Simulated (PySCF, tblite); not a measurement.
C₆H₈FOP.
Atom-mapped SMILES: `[CH3:1][O:2][c:3]1[cH:4][cH:5][c:6]([F:7])[p:8]1[CH3:9]` (hydrogens: H10, H11, H12 on C1; H13 on C4; H14 on C5; H15, H16, H17 on C9)

Geometry (GFN2-xTB, Å), atoms numbered from 1 in this order:
```
atom  x, y, z in Å
C1     2.5832   -0.9364   -0.1904
O2     1.2433   -1.0873   -0.6029
C3     0.4138   -0.0445   -0.3850
C4     0.6437    1.1434    0.2111
C5    -0.5224    1.9922    0.2612
C6    -1.6096    1.4260   -0.2829
F7    -2.8148    2.0207   -0.3677
P8    -1.2739   -0.1771   -1.0862
C9    -2.0218   -1.3293    0.1616
H10    3.0929   -1.8553   -0.4738
H11    2.6495   -0.7992    0.8935
H12    3.0527   -0.0840   -0.6904
H13    1.5762    1.4555    0.6500
H14   -0.5052    2.9659    0.7214
H15   -1.7659   -1.0271    1.1754
H16   -3.1027   -1.3199    0.0314
H17   -1.6458   -2.3314   -0.0364
```

Jobs on this species (17 atoms, 76 electrons) with PySCF (density fitting) and tblite. Hardware of each: one thread, Arm Neoverse V1 (aarch64) (shared host). Other jobs ran on the host; a repeat could differ by tens of per cent or more.

```json
{"level and settings": "GFN2-xTB", "work": "Hessian by finite differences", "basis functions": "–", "SCF cycles": "–", "wall time": "0.69 s"}
{"level and settings": "PBE0/pcSseg-1", "work": "shieldings, ring-centre shieldings, charges and field gradients, density and orbital grids written", "basis functions": "200", "SCF cycles": "?", "wall time": "?"}
{"level and settings": "GFN2-xTB", "work": "L-BFGS relaxation", "basis functions": "–", "SCF cycles": "–", "wall time": "0.8 s"}
```

Fill in the missing figures.

- PBE0/pcSseg-1; shieldings, ring-centre shieldings, charges and field gradients, density and orbital grids written: 44 s, 14 SCF cycles

What do all jobs in the table cost together?

About 45 s; the longest takes about 97 % of that, and about 64 times as long as the shortest.
